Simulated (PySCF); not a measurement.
C4H8Si, SMILES C#C[SiH](C)C. Atoms are numbered in the order given.

```xyz
13

Si    -0.3893     0.4178     0.0000
C     -1.1609    -0.3101     1.5543
C     -1.1609    -0.3101    -1.5543
C      1.4214     0.0583     0.0000
C      2.6122    -0.1975     0.0000
H     -0.5545     1.9015     0.0000
H     -2.2412    -0.0940     1.5891
H     -0.6965     0.1104     2.4599
H     -1.0271    -1.4034     1.5779
H     -0.6965     0.1104    -2.4599
H     -1.0271    -1.4034    -1.5779
H     -2.2412    -0.0940    -1.5891
H      3.6635    -0.4203     0.0000
```

Geometry: B3LYP-D3(BJ)/def2-SVP.

Two levels are set side by side: PBE/pcSseg-1 (PySCF) and HF/pcSseg-1 (PySCF). GIAO shifts against TMS (²⁹Si), TMS (¹H), TMS (¹³C) at the same level; non-relativistic, no solvent, atoms listed together averaged. Differences are taken from unrounded values.

```tsv
quantity	HF
δ(²⁹Si) of Si1 (ppm)	-34.8
δ(¹³C) of C2, C3 (ppm)	0.8
δ(¹³C) of C4 (ppm)	90.7
δ(¹³C) of C5 (ppm)	109.8
δ(¹H) of H6 (ppm)	4.33
δ(¹H) of H13 (ppm)	2.93
```

Question: What does PBE give, and how far is it from HF? (Estimate from the structure and the level; the computed values follow.)

Answer: 
```
quantity                  PBE  PBE minus HF
----------------------  -----  ------------
δ(²⁹Si) of Si1 (ppm)    -41.9          -7.2
δ(¹³C) of C2, C3 (ppm)    0.3          -0.4
δ(¹³C) of C4 (ppm)       90.4          -0.3
δ(¹³C) of C5 (ppm)      101.0          -8.7
δ(¹H) of H6 (ppm)        4.82          0.49
δ(¹H) of H13 (ppm)       2.41         -0.52
```

Rough cost on one machine, each run with all the roots and properties that it gave: HF against PBE within a factor of 2.
